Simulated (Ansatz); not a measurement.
```yaml
crystal:
  periodic: [false, false, false]
  atoms:
    - {symbol: C, position_ang: [0.122812, -1.058824, 2.584907]}
    - {symbol: O, position_ang: [-0.095355, -0.792366, 1.236973]}
    - {symbol: Mo, position_ang: [-0.269196, 0.594163, 0.082050]}
    - {symbol: Cl, position_ang: [-2.257532, -0.113971, -0.900447]}
    - {symbol: Cl, position_ang: [1.681660, 1.386469, 1.075926]}
    - {symbol: Cl, position_ang: [-0.292116, 2.598052, -1.081563]}
    - {symbol: Cl, position_ang: [-1.611835, 1.626057, 1.663887]}
    - {symbol: O, position_ang: [0.519818, -0.156563, -1.367251]}
    - {symbol: C, position_ang: [0.436602, -0.180330, -2.755761]}
    - {symbol: H, position_ang: [1.096173, -0.637705, 2.863479]}
    - {symbol: H, position_ang: [0.115334, -2.139208, 2.736824]}
    - {symbol: H, position_ang: [-0.663970, -0.573682, 3.172522]}
    - {symbol: H, position_ang: [-0.551935, -0.565622, -3.032698]}
    - {symbol: H, position_ang: [1.223103, -0.828391, -3.145397]}
    - {symbol: H, position_ang: [0.546426, 0.841921, -3.133441]}
basis:
  gaussian: {orbitals: def2-TZVP, nuclear_model: gaussian}
hamiltonian: {xc: {name: HF}}
correlation: {method: mp2, frozen_orbitals: {C: 9}}
accuracy: high
output: {forces: true}
```

```sh
$ ansatz run in.yaml --threads 4 --pin off --events-out ev --progress --plain --max-ram 46080MiB --backend cuda --devices 0, --max-vram 37GiB
```

It prints (some lines left out):

```
Functional definition: HF
  name "HF"
  cite "Fock, Z. Phys. 61, 126 (1930) doi:10.1007/BF01340294"
  parent pbe
  exchange = exact_x
  correlation = 0
Error: "frozen_orbitals" has no count for O
```

Question: What is wrong with this run?

Answer: Frozen orbitals are typed for one element alone, and the program wants a count for each. The program refused the input.
